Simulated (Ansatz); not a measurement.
Complex (SMILES): F (HF) with F (HF), atoms 1 to 2 the first; geometry from B3LYP-D3(BJ)/def2-TZVP, monomers rigid:
```xyz
4

F     -0.1109     0.0578    -0.7031
H      0.2570     0.2171     0.1337
F      1.2812     1.5025    -2.5344
H      0.7179     0.9578    -2.0301
```

Interaction energy at wB97M-V with Ansatz (a program for electronic structure), kcal/mol, without and with the counterpoise correction (monomers among the partner's ghost functions). All functions are spherical. The program fits the integrals of some runs and decomposes those of others, by size. The functional holds VV10 correlation; no added dispersion term, no relativity. Reference, counterpoise-corrected: the value in aug-cc-pV5Z, -4.71.

| basis | functions | uncorrected | counterpoise | counterpoise correction | mean of both |
|---|---|---|---|---|---|
| def2-SV(P) | 32 | -8.78 | -5.81 | 2.97 | -7.30 |
| cc-pVDZ | 38 | -8.52 | -5.08 | 3.44 | -6.80 |
| def2-SVP | 38 | -8.46 | -5.27 | 3.19 | -6.86 |
| 6-311++G(2d,2p) | 74 | -5.14 | -4.71 | 0.42 | -4.92 |
| cc-pVTZ | 88 | -6.29 | -4.94 | 1.36 | -5.61 |
| jun-cc-pV(T+d)Z | 106 | -4.78 | -4.69 | 0.09 | -4.73 |
| aug-cc-pVQZ | 252 | -4.76 | -4.71 | 0.05 | -4.74 |
| aug-cc-pV5Z | 414 | -4.73 | -4.71 | 0.01 | -4.72 |

The corrected value lies nearer the reference in 8 of 8 rows.
